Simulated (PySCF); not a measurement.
SCF from a fresh guess for doublet NbS₂, at the B3LYP minimum. PySCF input:

```python
from pyscf import gto, scf, dft
mol = gto.M(atom='''
Nb    -0.000000     0.000000    -0.518529
S      1.738100    -0.000000     0.754207
S     -1.738100     0.000000     0.754207''',
    basis={'Nb': 'def2-SVP', 'S': 'def2-SVP'},
    ecp={'Nb': 'def2-SVP'},
    charge=0, spin=1)
mf = dft.UKS(mol, xc='B3LYP')
mf.grids.atom_grid = (50, 194)
aux = {'Nb': 'def2-universal-JKFIT', 'S': 'def2-universal-JKFIT'}
mf = mf.density_fit(auxbasis=aux)
mf.conv_tol = 1e-08
mf.diis_space = 10
mf.max_cycle = 60
mf.init_guess = 'minao'
mf.verbose = 4
mf.kernel()
```

Excerpt of the output (cycles alone):

```
init E= -846.330434642526
cycle= 1 E= -847.778983568289  delta_E= -1.45  |g|= 2.84  |ddm|= 3.48
cycle= 2 E= -823.251884351634  delta_E= 24.5  |g|=  4.3  |ddm|= 10.1
cycle= 3 E= -852.996195367745  delta_E= -29.7  |g|= 0.555  |ddm|= 9.55
cycle= 4 E= -852.451684411221  delta_E= 0.545  |g|= 1.21  |ddm|= 1.27
cycle= 5 E= -852.891601781582  delta_E= -0.44  |g|= 0.765  |ddm|= 0.504
cycle= 6 E= -852.863426671858  delta_E= 0.0282  |g|= 0.796  |ddm|= 0.196
cycle= 7 E= -852.984088735577  delta_E= -0.121  |g|= 0.629  |ddm|= 0.163
cycle= 8 E= -853.183424510425  delta_E= -0.199  |g|= 0.13  |ddm|= 0.468
cycle= 9 E= -853.194406166917  delta_E= -0.011  |g|= 0.0215  |ddm|= 0.154
cycle= 10 E= -853.195802969591  delta_E= -0.0014  |g|= 0.0118  |ddm|= 0.0776
cycle= 11 E= -853.196611364722  delta_E= -0.000808  |g|= 0.00709  |ddm|= 0.0912
cycle= 12 E= -853.196730712622  delta_E= -0.000119  |g|= 0.00118  |ddm|= 0.0385
cycle= 13 E= -853.196734218983  delta_E= -3.51e-06  |g|= 0.000294  |ddm|= 0.00685
cycle= 14 E= -853.196734324544  delta_E= -1.06e-07  |g|= 9.05e-05  |ddm|= 0.000743
cycle= 15 E= -853.196734342664  delta_E= -1.81e-08  |g|= 5.4e-05  |ddm|= 0.00039
cycle= 16 E= -853.196734345894  delta_E= -3.23e-09  |g|= 1.09e-05  |ddm|= 0.000124
Extra cycle  E= -853.196734345965  delta_E= -7.09e-11  |g|= 2.52e-05  |ddm|= 5.88e-05
converged SCF energy = -853.196734345965  <S^2> = 0.76699017  2S+1 = 2.0169186
```

No lower solution of this spin was found from smeared starts or by a stability analysis within the unrestricted form.

Open d and f shells are described by one determinant, and the ground state may have another occupation or spin.

The search for the lowest solution, 3 starts and the stability check together, took 18 s on 2 threads of a shared Arm Neoverse N1 host, with 67 basis functions; the process peaked at 0.33 GiB.
